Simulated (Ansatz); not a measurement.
AlOF2 (SMILES [O][Al]([F])[F]): the vertical electron affinity, rung by rung

AlOF2: 4 atoms, total charge 0, spin state doublet. As SMILES, `[O][Al]([F])[F]`. The coordinates come from a PBE0-D4/def2-TZVP relaxation.

Quantity: the vertical electron affinity (to the singlet anion), in eV. The values are calculated.

The electron affinity is E(neutral) − E(anion): positive where the electron is bound.

```tsv
level	kind	program	value (eV)	less FCI/STO-3G	CPU time (all runs)
UHF/STO-3G	Hartree–Fock	Ansatz	-7.19	-1.04	0.35 s
UBLYP/STO-3G	GGA	Ansatz	-4.94	+1.21	4.5 s
UPBE/STO-3G	GGA	Ansatz	-4.77	+1.38	4.5 s
U-r2SCAN/STO-3G	meta-GGA	Ansatz	-4.88	+1.27	11 s
U-r2SCAN0/STO-3G	hybrid meta-GGA	Ansatz	-5.12	+1.03	12 s
UB3LYP/STO-3G	global hybrid	Ansatz	-4.91	+1.24	3.8 s
U-wB97X/STO-3G	range-separated hybrid	Ansatz	-5.14	+1.01	20 s
UCCSD/STO-3G	coupled cluster or CI	Ansatz	-6.30	-0.15	0.63 s
FCI/STO-3G	exact in the basis	Ansatz	-6.15	0.00	1.9 min
```

FCI/STO-3G is exact within its basis and frozen core, so for wave-function methods in that basis the difference is their error; functionals converge differently with the basis, so for them it is only a difference. The values span -7.19 to -4.77 eV. All rows use very small basis sets, so even the best lies far from the true value. Negative values mean that the anion is unbound at that level; they are set by how diffuse the basis is and aren't properties of the molecule. CPU times are rough (shared hosts, several kinds of processor): they show what a rung costs within a factor of a few.
